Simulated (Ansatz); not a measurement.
The same molecule with X = Si, Ge, Sn. Ansatz, PBE0-D4/def2-TZVP geometries, multiplicity 1. Each molecule was computed in one conformer, which needn't be the lowest.

Elements past krypton have def2 core potentials. Scalar relativity is left out up to krypton.

```json
{"X": "Ge", "molecule": "`[SH][GeH]([Cl])[Cl]`", "mean X–Cl bond length / Å": "2.138", "mean X–H bond length / Å": "1.530", "mean X–S bond length / Å": "2.198", "HOMO energy (PBE/def2-TZVPP) / eV": "-6.83", "HOMO–LUMO gap (B3LYP/def2-TZVPP) / eV": "6.35", "HOMO energy (B3LYP/def2-TZVPP) / eV": "-7.84"}
{"X": "Sn", "molecule": "`[SH][SnH]([Cl])[Cl]`", "mean X–Cl bond length / Å": "2.312", "mean X–H bond length / Å": "1.697", "mean X–S bond length / Å": "2.375", "HOMO energy (PBE/def2-TZVPP) / eV": "-6.85", "HOMO–LUMO gap (B3LYP/def2-TZVPP) / eV": "5.60", "HOMO energy (B3LYP/def2-TZVPP) / eV": "-7.85"}
```

Problem. Give the row for X = Si, `S[SiH](Cl)Cl`. (An estimate is asked.)

Solution. Computed: 
```csv
X,molecule,mean X–Cl bond length / Å,mean X–H bond length / Å,mean X–S bond length / Å,HOMO energy (PBE/def2-TZVPP) / eV,HOMO–LUMO gap (B3LYP/def2-TZVPP) / eV,HOMO energy (B3LYP/def2-TZVPP) / eV
Si,`S[SiH](Cl)Cl`,2.039,1.474,2.113,-6.83,7.41,-7.82
```

From Si to Sn the mean X–Cl bond length rises at each step, by 0.273 Å in all; the mean X–H bond length rises at each step, by 0.223 Å in all; the mean X–S bond length rises at each step, by 0.262 Å in all; the HOMO energy (PBE/def2-TZVPP) hardly changes; the HOMO–LUMO gap (B3LYP/def2-TZVPP) falls at each step, by 1.81 eV in all; the HOMO energy (B3LYP/def2-TZVPP) hardly changes. Bonds lengthen as the atom grows down the group.

B3LYP here is the variant with VWN-RPA as its local correlation; programs differ in this.
